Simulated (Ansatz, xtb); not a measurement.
# Isomers of CH8GeN+ in order of energy

3 gas-phase structures of CH8GeN+, found in a search over its isomers (lower ones may exist). Each was relaxed with GFN2-xTB:

A. `[NH3+][CH2][GeH3]`, a singlet
B. `C[NH2+][GeH3]`, a singlet
C. `[CH3][GeH2][NH3+]`, a singlet

Task: Which do you expect lowest at r2SCAN-D4/def2-SVP, and how would the others follow?

Result: Calculated order at r2SCAN-D4/def2-SVP: C (0.0), B (61.7), A (111.3) kJ/mol.

Energies above the lowest of each column, in kJ/mol; the last columns are at B3LYP/6-31G* geometries:

| structure | GFN2-xTB | HF/STO-3G | r2SCAN-D4/def2-SVP | B3LYP/6-31G* | CCSD(T)/def2-TZVP |
| --- | --- | --- | --- | --- | --- |
| C | 0.0 | 0.0 | 0.0 | 0.0 | 0.0 |
| B | 10.6 | 30.1 | 61.7 | 54.1 | 65.0 |
| A | 84.5 | 120.4 | 111.3 | 108.8 | 116.1 |

Every level run on C puts it lowest or level with the lowest.

Programs: Ansatz 0.2.0, xtb 6.7.1 (Pople sets with spherical d functions).
